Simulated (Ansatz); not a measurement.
```yaml
crystal:
  periodic: [false, false, false]
  atoms:
    - {symbol: C, position_ang: [-4.344038, 0.676007, 0.903786]}
    - {symbol: O, position_ang: [-3.668878, 0.372949, -0.302626]}
    - {symbol: C, position_ang: [-1.357051, 0.073284, 1.262558]}
    - {symbol: C, position_ang: [-1.657051, -0.226716, 0.962558]}
    - {symbol: C, position_ang: [-0.332162, -0.681843, 0.913745]}
    - {symbol: C, position_ang: [0.279385, -0.978150, -0.312980]}
    - {symbol: C, position_ang: [1.713753, -1.435199, -0.359474]}
    - {symbol: F, position_ang: [1.915733, -2.295550, -1.406106]}
    - {symbol: F, position_ang: [2.059471, -2.088967, 0.792616]}
    - {symbol: C, position_ang: [2.734841, -0.273823, -0.542309]}
    - {symbol: F, position_ang: [4.003738, -0.780585, -0.630415]}
    - {symbol: F, position_ang: [2.494506, 0.335060, -1.752630]}
    - {symbol: O, position_ang: [2.608796, 0.593600, 0.489488]}
    - {symbol: C, position_ang: [3.489434, 1.723633, 0.465519]}
    - {symbol: C, position_ang: [-0.446105, -0.803829, -1.508498]}
    - {symbol: C, position_ang: [-1.763435, -0.349853, -1.472323]}
    - {symbol: H, position_ang: [-3.844871, 1.498245, 1.464200]}
    - {symbol: H, position_ang: [-4.422748, -0.212259, 1.570135]}
    - {symbol: H, position_ang: [-5.361628, 1.002176, 0.619485]}
    - {symbol: H, position_ang: [-2.114589, -0.009262, 1.936570]}
    - {symbol: H, position_ang: [0.235427, -0.813787, 1.845426]}
    - {symbol: H, position_ang: [4.549857, 1.400706, 0.504777]}
    - {symbol: H, position_ang: [3.322290, 2.335375, -0.444457]}
    - {symbol: H, position_ang: [3.248803, 2.320080, 1.363269]}
    - {symbol: H, position_ang: [0.030964, -1.034887, -2.471190]}
    - {symbol: H, position_ang: [-2.349086, -0.214055, -2.392703]}
basis:
  gaussian: {orbitals: cc-pVDZ}
hamiltonian: {xc: {name: r2SCAN}}
accuracy: high
scf: {omitted_lower_state_checks: [starts]}
output: {forces: true}
```

```sh
$ ansatz run in.yaml --threads 4 --pin off --events-out ev --progress --plain --max-ram 6963MiB
```

Shortened log:

```
Functional definition: r2SCAN
6632 factors; integrals over basis functions are off by at most 7.6e-8 eV
mean field evaluation 1: about -25290.9379 eV, gradient 1.3e2 eV
mean field evaluation 2: about -24963.9541 eV, gradient 3.2e2 eV
mean field evaluation 4: about -25213.9852 eV, gradient 1.7e2 eV
mean field evaluation 8: about -25330.6872 eV, gradient 3.0e1 eV
mean field evaluation 16: about -25333.3159 eV, gradient 1.2e0 eV
mean field evaluation 32: about -25333.3173 eV, gradient 1.6e-5 eV
mean field -25333.31727998 eV, -930.9822385002 hartree, gradient 1.5e-8 eV, S^2 0.000000; 0 other end points of the search recorded, 0 dependent functions left out
reference -25333.31728110 eV, -930.9822385411 hartree; 61, 61 occupied and 213, 213 virtual orbitals, 6632 factors
Total energy: -25333.31728110 eV, -930.9822385411 hartree
Atom 0 at    -4.344038     0.676007     0.903786 Å, force     1.636208    -0.392802    -2.795551 eV/Å
Atom 1 at    -3.668878     0.372949    -0.302626 Å, force    -1.068731     0.452440     1.394361 eV/Å
Atom 2 at    -1.357051     0.073284     1.262558 Å, force   382.055480   396.265746   391.950040 eV/Å
Atom 3 at    -1.657051    -0.226716     0.962558 Å, force  -389.438816  -391.871852  -400.311535 eV/Å
Atom 4 at    -0.332162    -0.681843     0.913745 Å, force    13.241249    -6.579615    -1.828074 eV/Å
Atom 5 at     0.279385    -0.978150    -0.312980 Å, force    -1.331685     0.793552     1.455535 eV/Å
Atom 6 at     1.713753    -1.435199    -0.359474 Å, force     0.051934    -0.006002     0.238354 eV/Å
Atom 7 at     1.915733    -2.295550    -1.406106 Å, force    -0.201432     0.285054     0.317073 eV/Å
Atom 8 at     2.059471    -2.088967     0.792616 Å, force    -0.016405     0.044114     0.013518 eV/Å
Atom 9 at     2.734841    -0.273823    -0.542309 Å, force     0.016928     0.250147    -0.036301 eV/Å
Atom 10 at     4.003738    -0.780585    -0.630415 Å, force    -0.283386     0.013513     0.025790 eV/Å
Atom 11 at     2.494506     0.335060    -1.752630 Å, force     0.016456    -0.161113     0.201488 eV/Å
Atom 12 at     2.608796     0.593600     0.489488 Å, force    -0.226766    -0.364402    -0.029946 eV/Å
Atom 13 at     3.489434     1.723633     0.465519 Å, force     0.399063     0.388373    -0.114926 eV/Å
Atom 14 at    -0.446105    -0.803829    -1.508498 Å, force    -2.198835     0.835616    -0.949488 eV/Å
Atom 15 at    -1.763435    -0.349853    -1.472323 Å, force     2.343471    -0.827153     1.092414 eV/Å
Atom 16 at    -3.844871     1.498245     1.464200 Å, force    -0.051668     0.398712     0.450819 eV/Å
Atom 17 at    -4.422748    -0.212259     1.570135 Å, force    -0.096329    -0.308567     0.566028 eV/Å
Atom 18 at    -5.361628     1.002176     0.619485 Å, force    -0.239253     0.120475     0.602933 eV/Å
Atom 19 at    -2.114589    -0.009262     1.936570 Å, force    -3.627140     1.710960     7.267662 eV/Å
Atom 20 at     0.235427    -0.813787     1.845426 Å, force    -0.365129    -0.686559    -0.080856 eV/Å
Atom 21 at     4.549857     1.400706     0.504777 Å, force    -0.284184     0.030657     0.001774 eV/Å
Atom 22 at     3.322290     2.335375    -0.444457 Å, force    -0.003406    -0.184684     0.215257 eV/Å
Atom 23 at     3.248803     2.320080     1.363269 Å, force     0.011813    -0.214433    -0.227145 eV/Å
Atom 24 at     0.030964    -1.034887    -2.471190 Å, force     0.178599     0.115908    -0.022966 eV/Å
Atom 25 at    -2.349086    -0.214055    -2.392703 Å, force    -0.518039    -0.108085     0.603745 eV/Å
Dipole moment:     0.643075     0.334249     0.768768 e Å
Checks for a lower state left out: starts
```

In this input one atom was put on top of another. The calculation finished and met its thresholds. The result belongs to that input, not to the species as meant.
